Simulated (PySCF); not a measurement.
What does the PBE0-D3(BJ)/def2-SVP structure of `C=CC(CB)=C` look like in three dimensions?

```xyz
15
C5H9B angstrom
B     -1.7597    0.6466    0.0689
C     -0.9390   -0.5945   -0.4150
C      0.4527   -0.6953    0.1376
C      0.8490   -1.6765    0.9665
C      1.3892    0.3666   -0.2379
C      1.1004    1.4199   -1.0155
H     -1.5685    1.1168    1.1669
H     -2.6518    1.1005   -0.6134
H     -1.5527   -1.4431   -0.0448
H     -0.9434   -0.6874   -1.5146
H      1.8642   -1.6993    1.3721
H      0.1719   -2.4795    1.2690
H      2.4012    0.2744    0.1722
H      0.1146    1.5578   -1.4732
H      1.8469    2.1870   -1.2326
```

Any rigid rotation of these coordinates is as good. Atoms count from 1 in this order. The 4 C–C bonds span 1.341 Å (C5=C6, drawn double) to 1.501 Å (C2–C3, drawn single), a spread of 0.160 Å. B1 (three-coordinate boron) is planar (angles 120.6°, 120.4° and 118.8°, sum 359.8°, 0.03 Å off the plane of its three neighbours). Of the pairs four or more bonds apart, C2···H14 is among the closest relative to their van der Waals radii: 2.62 Å, 90 % of the sum of Bondi's values.

Bonds between heavy atoms (Å): B1–C2 1.565, C2–C3 1.501, C3=C4 1.344, C3–C5 1.465, C5=C6 1.341.

Theory: PBE0-D3(BJ)/def2-SVP geometry optimisation, gas phase (PySCF).

Point group: C1 (no symmetry element, even within 0.4 Å). No frequency check. One conformer, not necessarily the lowest (H–B1–C2–C3 -31° and 154°, B1–C2–C3–C4 114°, C2–C3–C5–C6 1°).
